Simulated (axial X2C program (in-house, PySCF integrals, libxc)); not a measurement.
Spin–orbit effects down a group: molecules with P (ions), PBEsol

Computed with an in-house all-electron X2C program for linear molecules (integrals from PySCF), spin-free (one-electron X2C) or two-component (2c: spin–orbit coupling with atomic mean-field Coulomb and Gaunt terms, which also bring small scalar terms), in Dyall basis sets with cores contracted in-house; open shells are unrestricted.

Basis sets: C dyall-av3z, Ge dyall-acv3z, P dyall-av3z, Si dyall-av3z.

| molecule | spin-free state | Re (Å) | ωe (cm⁻¹) | De (eV) | 2c state | Re 2c (Å) | ωe 2c (cm⁻¹) | De 2c (eV) |
| --- | --- | --- | --- | --- | --- | --- | --- | --- |
| PC⁻ | M_S = 0, Λ = 0 | 1.611 | 1165.7 | 7.29 | Ω = 0 | 1.611 | 1165.6 | 7.29 |
| SiP⁻ | M_S = 0, Λ = 0 | 2.026 | 664.6 | 5.61 | Ω = 0 | 2.026 | 664.5 | 5.61 |
| GeP⁻ | M_S = 0, Λ = 0 | 2.081 | 521.2 | 5.27 | Ω = 0 | 2.082 | 520.8 | 5.27 |

Fragments in 2c: P + C-, P + Si-, Ge- + P. Each entry is the lowest single determinant of a limited PBE0 search at one distance. De goes to single-determinant-based atoms at the same level (for ions the charge split of lowest energy) and is withheld (n/a) where an atom does not fit its ground term or J level. Main or longest-lived isotopes. The functionals have no current term, which raises determinants with orbital currents.
